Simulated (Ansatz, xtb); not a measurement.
C2H5ClO2Si: 3 structures ranked

3 gas-phase structures of C2H5ClO2Si, from a drawn sample of its isomers (lower ones may exist). Each was relaxed with GFN2-xTB; where two conformers were screened, the lower at r2SCAN-D4/def2-SVP is listed:

A. `C[Si@H](Cl)OC=O`, a singlet
B. `CC(=O)O[SiH2]Cl`, a singlet
C. `Cl[SiH]1OCCO1`, a singlet

Problem. Make a reasoned guess at their ranking by r2SCAN-D4/def2-SVP single-point energy.

Solution. Calculated order at r2SCAN-D4/def2-SVP: A (0.0), C (6.3), B (20.4) kJ/mol. CCSD(T)/def2-SVP + ΔMP2/def2-TZVPP after further relaxation puts C lowest instead.

Energies above the lowest of each column, in kJ/mol; the last columns are at B3LYP/def2-SVP geometries:

```csv
structure,GFN2-xTB,HF/STO-3G,r2SCAN-D4/def2-SVP,B3LYP/def2-SVP,CCSD(T)/def2-SVP + ΔMP2/def2-TZVPP
A,126.8,82.4,0.0,0.0,26.5
C,0.0,0.0,6.3,3.5,0.0
B,59.7,99.6,20.4,16.5,48.7
```

CCSD(T)/def2-SVP + ΔMP2/def2-TZVPP puts C lowest; r2SCAN-D4/def2-SVP picks A, B3LYP/def2-SVP picks A. CCSD(T)/def2-SVP + ΔMP2/def2-TZVPP orders those it was run on as C (0.0), A (26.5), B (48.7) kJ/mol. Flexible structures stand in one conformer each, not always the lowest. The ΔMP2 step shifts differences by up to 35.9 kJ/mol, which makes them less sure. ΔMP2 is the change of the MP2 energy from the smaller to the larger basis.

Programs: Ansatz 0.2.0, xtb 6.7.1.
